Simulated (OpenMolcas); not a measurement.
# Mo4+: ligand-field states by method

Mo4+ with 6 ligands (ammonia) in octahedral coordination (S6) at 2.03 Å. Ligand basis ANO-RCC-VDZP.
```
Mo    0.0000    0.0000    0.0000
N     2.0300    0.0000    0.0000
H     2.4121    0.9457    0.0000
H     2.4121   -0.4729    0.8190
H     2.4121   -0.4729   -0.8190
N     0.0000    2.0300    0.0000
H     0.0000    2.4121    0.9457
H     0.8190    2.4121   -0.4729
H    -0.8190    2.4121   -0.4729
N    -2.0300    0.0000    0.0000
H    -2.4121   -0.9457    0.0000
H    -2.4121    0.4729   -0.8190
H    -2.4121    0.4729    0.8190
N     0.0000   -2.0300    0.0000
H     0.0000   -2.4121   -0.9457
H    -0.8190   -2.4121    0.4729
H     0.8190   -2.4121    0.4729
N     0.0000    0.0000    2.0300
H     0.9457    0.0000    2.4121
H    -0.4729    0.8190    2.4121
H    -0.4729   -0.8190    2.4121
N     0.0000    0.0000   -2.0300
H    -0.9457    0.0000   -2.4121
H     0.4729   -0.8190   -2.4121
H     0.4729    0.8190   -2.4121
```

```yaml
Program: OpenMolcas 26.06
Basis: ANO-RCC-VDZP [6s5p3d1f]
Scalar_Hamiltonian: DKH2, point nucleus
Active_space: 2 electrons in 5 orbitals (4d)
State_averaging: 2S+1 = 3 even, 10 roots; 2S+1 = 1 even, 15 roots
Spin-orbit_coupling: state interaction with AMFI integrals over the reference wave functions
```

I. CASSCF
II. SS-CASPT2, IPEA 0.25 Eh, imaginary shift 0.1 Eh (closed shells correlated: 4s 4p and the ligand valence shells)

Spin-free states in cm-1, each column counted from its own energy of the first state listed:

```
   State  Degeneracy       I      II
2S+1 = 3           2       0       0
2S+1 = 3           1     424     440
2S+1 = 1           1    9985    7400
2S+1 = 1           2   10149    7620
2S+1 = 1           2   10642    8150
2S+1 = 1           1   24318   18690
2S+1 = 3           2   48517   50970
2S+1 = 3           1   48750   51200
2S+1 = 3           2   56529   56600
2S+1 = 3           1   56763   56900
2S+1 = 1           2   57922   57900
2S+1 = 1           1   58196   57910
2S+1 = 1           2   60708   59800
2S+1 = 1           1   60924   60030
2S+1 = 3           1   98632  104220
2S+1 = 1           2  108911  111310
2S+1 = 1           1  119833  119340
```

From I to II, I's first state of the same spin (2S+1 = 3) moves from 424 to 440 cm-1, by about +19 cm-1.

From I to II, I's first state of another spin (2S+1 = 1) moves from 9985 to 7400 cm-1, by about -2600 cm-1.

χT at 300 K: I 0.47, II 0.47 cm3 K/mol.

Roots that are degenerate in the reference are averaged as groups; the widest CASPT2 spread within a group is 43 cm-1 (the 2-fold group of multiplicity 1 near 111000 cm-1 above the lowest state of its run, II). Shifts and gaps below about the spread of the groups concerned are not significant. Over all roots computed the reference weight is 0.69 to 0.70 in II; a low but even weight reflects the number of correlated electrons. An orbital doublet at a regular site is open to a Jahn-Teller distortion, which this geometry leaves out. The least metal-like active orbital is 69 % on the metal (Löwdin) and no ligand orbital is active, so the numbers are rough. Ligand-to-metal charge-transfer states are missing. With no ligand orbital active B as a rule stays too high, so bands that hang on it stand too high and its fall with covalency is understated. Without dynamic correlation the repulsion within the d shell is too large (B by tens of per cent), so at a given field states of lower spin stand too high (holds for I). With metal d orbitals alone the field can be off either way by tens of per cent (holds for I). With one d shell and no ligand orbital active, 10Dq can be off by a tenth or more (holds for II). The distance lies 2 % under the 2.07 Å that this model takes as the normal distance (a Shannon-type radius plus a fixed donor radius); by an R⁻⁵ law this alone changes a d-shell field by about +10 %. No measured value stands beside these numbers; the geometry was imposed, not optimised, and the real ion may take another.
